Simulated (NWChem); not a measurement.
All runs are NWChem calculations. System: C3H5O, charge 0, spin multiplicity 2, at a geometry optimised with UPBE/def2-SVP. The structure started from a generated list of species. Its SCF solution wasn't tested for a lower state. Level: UHF/def2-TZVP.

Job file:

```
start mol
memory heap 200 mb stack 900 mb global 1100 mb
geometry units angstroms nocenter noautoz noautosym
  C     -1.765077    -0.094070    -0.206169
  C     -0.294882    -0.442768    -0.422907
  C      0.681587     0.459288     0.311625
  O      1.848147     0.289617     0.497778
  H     -2.420831    -0.765703    -0.794011
  H     -2.047209    -0.192112     0.861090
  H     -1.976562     0.949598    -0.512568
  H     -0.058538    -1.492905    -0.135110
  H     -0.011802    -0.350522    -1.496919
end
basis spherical
  * library def2-tzvp
end
scf
  uhf
  nopen 1
  maxiter 100
  thresh 1e-7
  semidirect memsize 60000000 filesize 0
  # guess.movecs holds the orbitals of an unrestricted PBE0 run
  vectors input guess.movecs output mol.movecs
end
task scf energy
```

Part of the output:

```
             Northwest Computational Chemistry Package (NWChem) 7.3.0
             --------------------------------------------------------

                                NWChem Input Module
                                -------------------

 Scaling coordinates for geometry "geometry" by  1.889725989
 (inverse scale =  0.529177249)

                             Geometry "geometry" -> ""
                             -------------------------

 Output coordinates in angstroms (scale by  1.889725989 to convert to a.u.)

  No.       Tag          Charge          X              Y              Z
 ---- ---------------- ---------- -------------- -------------- --------------
    1 C                    6.0000    -1.76507700    -0.09407000    -0.20616900
    2 C                    6.0000    -0.29488200    -0.44276800    -0.42290700
    3 C                    6.0000     0.68158700     0.45928800     0.31162500
    4 O                    8.0000     1.84814700     0.28961700     0.49777800
    5 H                    1.0000    -2.42083100    -0.76570300    -0.79401100
    6 H                    1.0000    -2.04720900    -0.19211200     0.86109000
    7 H                    1.0000    -1.97656200     0.94959800    -0.51256800
    8 H                    1.0000    -0.05853800    -1.49290500    -0.13511000
    9 H                    1.0000    -0.01180200    -0.35052200    -1.49691900

 Effective nuclear repulsion energy (a.u.)     107.1674877221

            Nuclear Dipole moment (a.u.)
            ----------------------------
        X                 Y               Z
 ---------------- ---------------- ----------------
     0.0000037795    -0.0000151178    -0.0000000000


 Summary of "ao basis" -> "" (spherical)
 ------------------------------------------------------------------------------
       Tag                 Description            Shells   Functions and Types
 ---------------- ------------------------------  ------  ---------------------
 *                         def2-tzvp                  on all atoms

 Summary of "ao basis" -> "ao basis" (spherical)
 ------------------------------------------------------------------------------
       Tag                 Description            Shells   Functions and Types
 ---------------- ------------------------------  ------  ---------------------
 C                         def2-tzvp                11       31   5s3p2d1f
 O                         def2-tzvp                11       31   5s3p2d1f
 H                         def2-tzvp                 4        6   3s1p

                                 NWChem SCF Module
                                 -----------------

  ao basis        = "ao basis"
  functions       =   154
  atoms           =     9
  alpha electrons =    16
  beta  electrons =    15
  charge          =   0.00
  wavefunction    = UHF
  use symmetry    = F
  symmetry adapt  = F

 Summary of "ao basis" -> "ao basis" (spherical)
 ------------------------------------------------------------------------------
       Tag                 Description            Shells   Functions and Types
 ---------------- ------------------------------  ------  ---------------------
 C                         def2-tzvp                11       31   5s3p2d1f
 O                         def2-tzvp                11       31   5s3p2d1f
 H                         def2-tzvp                 4        6   3s1p

 Forming initial guess at       0.1s

 Starting SCF solution at       0.1s

 ----------------------------------------------
[...]
   106      0.168209  4 O  py

 Vector   16  Occ=0.000000D+00  E= 8.810147D-02
              MO Center=  2.5D-02,  2.3D-01,  6.8D-02, r^2= 5.2D+00
   Bfn.  Coefficient  Atom+Function         Bfn.  Coefficient  Atom+Function
  ----- ------------  ---------------      ----- ------------  ---------------
    36      2.754821  2 C  s                 67     -1.816637  3 C  s
     5      1.555698  1 C  s                145     -1.023229  8 H  s
   151     -0.956851  9 H  s                139     -0.777273  7 H  s
   133     -0.732960  6 H  s                127     -0.713974  5 H  s
    43      0.505023  2 C  px                12     -0.426072  1 C  px

 Vector   17  Occ=0.000000D+00  E= 1.411472D-01
              MO Center=  1.8D-01,  1.2D-01, -5.0D-03, r^2= 4.5D+00
   Bfn.  Coefficient  Atom+Function         Bfn.  Coefficient  Atom+Function
  ----- ------------  ---------------      ----- ------------  ---------------
     5      1.761141  1 C  s                151     -1.099743  9 H  s
   133     -1.033669  6 H  s                145      0.857718  8 H  s
   127     -0.714010  5 H  s                 45     -0.646645  2 C  pz
    44      0.496923  2 C  py                13     -0.484193  1 C  py
    14      0.453469  1 C  pz                76     -0.383558  3 C  pz

 Vector   18  Occ=0.000000D+00  E= 1.594265D-01
              MO Center= -1.5D+00,  3.4D-02, -5.0D-02, r^2= 7.1D+00
   Bfn.  Coefficient  Atom+Function         Bfn.  Coefficient  Atom+Function
  ----- ------------  ---------------      ----- ------------  ---------------
     5      6.266799  1 C  s                139     -2.057832  7 H  s
   127     -1.754522  5 H  s                133     -1.710402  6 H  s
    36     -1.263381  2 C  s                 43      1.041146  2 C  px
   145     -0.840782  8 H  s                 44     -0.835992  2 C  py
    67      0.652488  3 C  s                  4     -0.583808  1 C  s

 center of mass
 --------------
 x =   0.21386088 y =   0.06082164 z =   0.06821245

 moments of inertia (a.u.)
 ------------------
          77.899903731627         -57.617476632358         -86.067455258314
         -57.617476632358         441.428034136926         -25.441852822491
         -86.067455258314         -25.441852822491         436.231477303453

  Mulliken analysis of the total density
  --------------------------------------

    Atom       Charge   Shell Charges
 -----------   ------   -------------------------------------------------------
    1 C    6     6.32   0.85  1.12  0.47  0.67  0.10  1.24  1.39  0.38  0.02  0.06  0.00
    2 C    6     6.07   0.85  1.12  0.47  0.68 -0.07  1.23  1.39  0.27  0.02  0.08  0.01
    3 C    6     5.84   0.86  1.12  0.55  0.62  0.24  1.09  1.00  0.19  0.04  0.11  0.02
    4 O    8     8.35   0.79  1.18  0.59  0.95  0.32  1.82  1.92  0.74  0.00  0.03  0.00
    5 H    1     0.88   0.26  0.49  0.10  0.02
    6 H    1     0.89   0.26  0.49  0.11  0.02
    7 H    1     0.89   0.26  0.49  0.11  0.02
    8 H    1     0.88   0.26  0.49  0.11  0.02
    9 H    1     0.88   0.26  0.49  0.11  0.02

  Mulliken analysis of the alpha density
  --------------------------------------

    Atom       Charge   Shell Charges
 -----------   ------   -------------------------------------------------------
    1 C    6     3.16   0.43  0.56  0.24  0.33  0.06  0.62  0.70  0.20  0.01  0.03  0.00
    2 C    6     3.06   0.43  0.56  0.24  0.35 -0.07  0.64  0.72  0.12  0.01  0.05  0.00
    3 C    6     3.29   0.43  0.56  0.30  0.34  0.19  0.66  0.61  0.11  0.02  0.06  0.01
    4 O    8     4.25   0.40  0.59  0.30  0.48  0.16  0.96  0.99  0.35  0.00  0.02  0.00
    5 H    1     0.44   0.13  0.25  0.05  0.01
    6 H    1     0.45   0.13  0.25  0.06  0.01
    7 H    1     0.44   0.13  0.25  0.06  0.01
    8 H    1     0.45   0.13  0.25  0.07  0.01
    9 H    1     0.44   0.13  0.24  0.06  0.01

   Mulliken analysis of the beta density
   -------------------------------------

    Atom       Charge   Shell Charges
 -----------   ------   -------------------------------------------------------
    1 C    6     3.16   0.43  0.56  0.24  0.34  0.04  0.62  0.70  0.19  0.01  0.03  0.00
    2 C    6     3.01   0.43  0.56  0.23  0.33  0.00  0.59  0.66  0.15  0.01  0.04  0.00
    3 C    6     2.55   0.43  0.56  0.24  0.29  0.06  0.42  0.39  0.08  0.02  0.06  0.01
    4 O    8     4.09   0.40  0.59  0.29  0.47  0.16  0.85  0.93  0.38  0.00  0.02  0.00
    5 H    1     0.44   0.13  0.25  0.05  0.01
    6 H    1     0.44   0.13  0.25  0.06  0.01
    7 H    1     0.44   0.13  0.25  0.05  0.01
    8 H    1     0.43   0.13  0.24  0.05  0.01
    9 H    1     0.44   0.13  0.25  0.05  0.01

   Mulliken analysis of the spin density
   -------------------------------------

    Atom       Charge   Shell Charges
 -----------   ------   -------------------------------------------------------
    1 C    6     0.01  -0.00  0.00 -0.00 -0.00  0.01 -0.00 -0.00  0.01  0.00  0.00  0.00
    2 C    6     0.06   0.00 -0.00  0.02  0.02 -0.08  0.06  0.06 -0.03  0.00  0.01  0.00
    3 C    6     0.74   0.00 -0.00  0.06  0.05  0.13  0.24  0.22  0.04  0.00  0.00 -0.00
    4 O    8     0.16   0.00 -0.00  0.01  0.01 -0.00  0.11  0.07 -0.03  0.00 -0.00  0.00
    5 H    1    -0.00  -0.00 -0.00 -0.00 -0.00
    6 H    1     0.00   0.00  0.00  0.00 -0.00
    7 H    1     0.00   0.00 -0.00  0.00 -0.00
    8 H    1     0.03   0.00  0.01  0.02  0.00
    9 H    1     0.01  -0.00 -0.00  0.01  0.00

       Multipole analysis of the density wrt the origin
       ------------------------------------------------

     L   x y z        total         alpha         beta         nuclear
     -   - - -        -----         -----         ----         -------
     0   0 0 0     -0.000000    -16.000000    -15.000000     31.000000

     1   1 0 0     -1.100991     -1.131858      0.030863      0.000004
     1   0 1 0     -0.361906     -0.727696      0.365805     -0.000015
     1   0 0 1     -0.465248     -0.575541      0.110293     -0.000000

     2   2 0 0    -22.293637   -125.726970   -122.576140    226.009474
     2   1 1 0     -0.443568    -15.788611    -14.657102     30.002145
     2   1 0 1     -1.122368    -23.848345    -22.854505     45.580483
     2   0 2 0    -18.391851    -23.383529    -20.158000     25.149679
     2   0 1 1     -0.503671     -7.962117     -6.590708     14.049154
     2   0 0 2    -17.990755    -23.660739    -22.136954     27.806938

 Task  times  cpu:       48.0s     wall:       48.0s

 Total times  cpu:       48.0s     wall:       48.0s
```
